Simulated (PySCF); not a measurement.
# Ionisation energy of Cu⁺ by level of theory

Cu⁺ [Ar] 3d10 (1S) → Cu²⁺ [Ar] 3d9 (2D), as a difference of total energies. All numbers are calculated (PySCF 2.14, the non-relativistic Hamiltonian (point nucleus), in 6-31G*). Correlated levels: valence: [Ar] frozen. The calculations carry no spin-orbit coupling.

```json
{"method": "UHF", "ionisation energy (eV)": "15.279"}
{"method": "TPSS", "ionisation energy (eV)": "17.438"}
{"method": "B3LYP", "ionisation energy (eV)": "17.607"}
{"method": "MP2 (valence)", "ionisation energy (eV)": "17.429"}
{"method": "SCS-MP2 (valence)", "ionisation energy (eV)": "17.178"}
```

How much does correlation contribute at MP2 (valence)?

17.429 − (15.279) = 2.150 eV, measured against UHF.

These non-relativistic numbers lack the scalar-relativistic shift.

The reference lies between the lowest fine-structure levels, while these numbers refer to the centres of the terms.

Errors of the correlated levels include the incompleteness of this basis and the frozen core.

For comparison: 20.292 eV (measured; NIST Atomic Spectra Database, ionization energies).
